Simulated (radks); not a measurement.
Results of a calculation; reference values are marked as such.
Te45+, 7 electrons, occupied as [He] 2s2 2p2 6f1 (not the ground configuration). Level of theory: Dirac Kohn-Sham, LDA (Slater exchange, Perdew-Wang correlation), spin-unpolarised, spherical densities, finite nucleus; open shells fill j = l - 1/2 first; Fermi nuclear charge, rms radius 4.7423 fm (a radial shooting solver on a logarithmic mesh with Libxc functionals).

Spin-orbit splittings of the eigenvalues, e(l+1/2) - e(l-1/2), with zeta = 2 splitting/(2l+1) and mean radii in bohr:

2p: occ. 2; splitting (eV) 309.0; zeta (eV) 206.0; <r> j=l-1/2 0.09544; <r> j=l+1/2 0.1004
6f: occ. 1; splitting (eV) 1.342; zeta (eV) 0.3834; <r> j=l-1/2 1.035; <r> j=l+1/2 1.037
